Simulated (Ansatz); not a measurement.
Reactions of C4H6O, SMILES `CC1=COC1`.

Calculated with Ansatz (gas phase, PBE0-D4/def2-TZVP geometries, no zero-point term in ΔE). CCSD(T)/CBS adds triple-zeta CCSD(T) − MP2 to the extrapolated MP2 energy (def2 sets, frozen cores). This one scheme is used for every species, atoms too. Open shells (•) are unrestricted, without spin–orbit coupling. Spin–orbit coupling would lower the free atoms: a little for C, O. For Br outer-core shells are correlated without core-valence functions, so the limit isn't a true one: a few kJ/mol of doubt a bond, and 10 to 20 or more in all where bonds break to atoms. Scalar relativity is left out up to krypton. Each species was taken in one conformer, which may not be the lowest.

Question: Order these by ΔE at CCSD(T)/CBS, lowest first. (Estimate.)
A. `CC1=COC1` → `CC1(O)C=C1`
B. `CC1=COC1` → `CC#COC`
C. `CC1=COC1` → `C=C/C=C\O`
D. `CC1=COC1` + HBr → `BrC1=COC1` + CH₄
E. `CC1=COC1` → `C=C=CCO`
F. `CC1=COC1` → `C=COC=C`
G. `CC1=COC1` → 4 C• + 6 H• + O•

Answer: C (-19.0 kcal/mol), F (-6.8 kcal/mol), E (-1.1 kcal/mol), D (+5.5 kcal/mol), A (+12.0 kcal/mol), B (+14.7 kcal/mol), G (+1094.6 kcal/mol).

Largest T1 diagnostic: 0.013, for `C=COC=C`.
